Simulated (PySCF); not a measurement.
# C₆ coefficients of unlike pairs at PBE0

Calculated with PySCF 2.14 from the dipole response of each species, C₆(A,B) = (3/π) ∫ α_A(iu) α_B(iu) du, in atomic units, from isotropic polarisabilities. For ions this is the dispersion term alone; charge-induced terms of lower order in 1/R come first.

```
species           configuration                                                                               basis      relativity  α (bohr³)  C₆ (like pair)
     S⁺       [Ne] 3s2 3p3 (4S)                                                          aug-cc-pCVTZ-DK (8s7p5d3f)   spin-free X2C      10.86           53.46
     Br  [Ar] 3d10 4s2 4p5 (2P)                                               aug-cc-pVDZ-PP with ECP10MDF (5s4p3d)  core potential      19.85           159.8
    Ne⁺       [He] 2s2 2p5 (2P)                                                             dyall-acv3z (15s9p4d2f)   spin-free X2C      1.305           2.296
    Sc⁺       [Ar] 3d1 4s1 (3D)  x2c-QZVPPall with one added diffuse shell each of s, p, d, f, g type (12s8p6d4f3g)   spin-free X2C      62.96           435.3
```

**Question.** Estimate C₆ for Ne⁺ with Br.

**Answer.** The integral gives 16.31. The combination rule 2 C_A C_B / (C_A α_B/α_A + C_B α_A/α_B) gives 16.15 and the geometric mean 19.16.

No spin-orbit coupling is included.

The other pairs:

| pair | C₆ |
| --- | --- |
| Sc⁺, Br | 226.5 |
| Sc⁺, Ne⁺ | 19.34 |
| Br, S⁺ | 92.30 |
| Sc⁺, S⁺ | 128.1 |
| Ne⁺, S⁺ | 9.664 |
